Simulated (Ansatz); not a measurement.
One change: `O[SiH](F)[S][GeH3]` becomes `O[SiH](F)[O][GeH3]`.

Ansatz, PBE0-D4/def2-TZVP geometries, multiplicity 1. Each molecule was computed in one conformer, which needn't be the lowest.

Scalar relativity is left out up to krypton.

```tsv
property	`O[SiH](F)[S][GeH3]`
LUMO energy (PBE0/def2-TZVPP) / eV	-0.33
LUMO energy (ωB97M-V/def2-TZVPP) / eV	1.50
HOMO–LUMO gap (B3LYP/def2-TZVPP) / eV	6.81
LUMO energy (B3LYP/def2-TZVPP) / eV	-0.59
HOMO energy (PBE0/def2-TZVPP) / eV	-7.67
HOMO energy (PBE/def2-TZVPP) / eV	-6.45
```

**Question.** What does the change do to each property? (Estimate.)

**Answer.** Ansatz gave: 
| property | `O[SiH](F)[O][GeH3]` | shift |
| --- | --- | --- |
| LUMO energy (PBE0/def2-TZVPP) / eV | 0.11 | 0.44 |
| LUMO energy (ωB97M-V/def2-TZVPP) / eV | 1.89 | 0.39 |
| HOMO–LUMO gap (B3LYP/def2-TZVPP) / eV | 8.66 | 1.85 |
| LUMO energy (B3LYP/def2-TZVPP) / eV | -0.15 | 0.44 |
| HOMO energy (PBE0/def2-TZVPP) / eV | -9.05 | -1.38 |
| HOMO energy (PBE/def2-TZVPP) / eV | -7.54 | -1.09 |

With PBE0 the HOMO falls by 1.38 eV and the LUMO rises by 0.44 eV, so the gap widens by about 1.82 eV. PBE moves the HOMO by -1.09 eV and ωB97M-V by -1.53 eV.

B3LYP here is the variant with VWN-RPA as its local correlation; programs differ in this.
